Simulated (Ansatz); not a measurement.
BMe2Cl (C₂H₆BCl), relaxed as a singlet with RKS PBE-D4/def2-SVP in Ansatz, starting from the GFN2-xTB geometry. Force threshold 0.02 eV/Å.

Start:

```tsv
atom	x (Å)	y (Å)	z (Å)
B1	-0.208	0.439	-0.285
C2	1.177	-0.178	-0.728
H3	1.000	-0.984	-1.442
H4	1.722	-0.621	0.103
H5	1.829	0.538	-1.225
C6	-1.027	-0.142	0.935
H7	-0.689	0.338	1.856
H8	-0.870	-1.209	1.071
H9	-2.096	0.043	0.865
Cl10	-0.839	1.775	-1.152
```

Estimate the energy that the relaxation releases and the steps that it takes.

0.11 eV, in 5 steps; 3.9 s on 4 threads of Arm Neoverse V2 on a shared host. No frequencies were taken in this run, so the end may be a saddle point.

Does the start keep its bonding and symmetry?

By distances, no bond broke or formed. The bond that changes most is B1–Cl10, from 1.71 to 1.78 Å (atoms count from 1). Point group C2 at the start, C2 at the end, both within 0.05 Å.

Predict the relaxed structure.


Cartesian coordinates in Å:
```
B -0.197 0.420 -0.270
C 1.189 -0.164 -0.715
H 0.973 -0.996 -1.427
H 1.747 -0.625 0.127
H 1.838 0.554 -1.251
C -1.038 -0.155 0.922
H -0.659 0.338 1.849
H -0.875 -1.243 1.072
H -2.122 0.061 0.867
Cl -0.855 1.810 -1.174
```
Bond lengths: 2 × B–C 1.57 Å; 1 × B–Cl 1.78 Å; 6 × C–H 1.11 to 1.12 Å.
